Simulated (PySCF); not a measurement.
AlI₂, SMILES [I][Al+][I], charge +1.

Geometry: B3LYP-D3(BJ)/def2-SVP. The spin state was assumed, not searched. The isomer is the one that the SMILES or the coordinates give; other isomers of the formula were not compared. The def2 effective core potentials stand for the cores of I; spin–orbit coupling is left out.

Level of theory: HF/def2-TZVPD in PySCF.

The molecule is in vacuum.

| Quantity | Value |
|---|---|
| total energy | -835.09820 hartree |
| point group | D∞h |
| highest occupied level | -15.69 eV |
| lowest empty level | -4.86 eV |
| orbital gap | 10.83 eV |
| dipole moment about the centre of nuclear charge | 0.00 D |
| mean static polarisability | 83.5 bohr³ (12.38 Å³) |
| polarisability, principal values | 63.0, 63.0, 124.6 bohr³ |
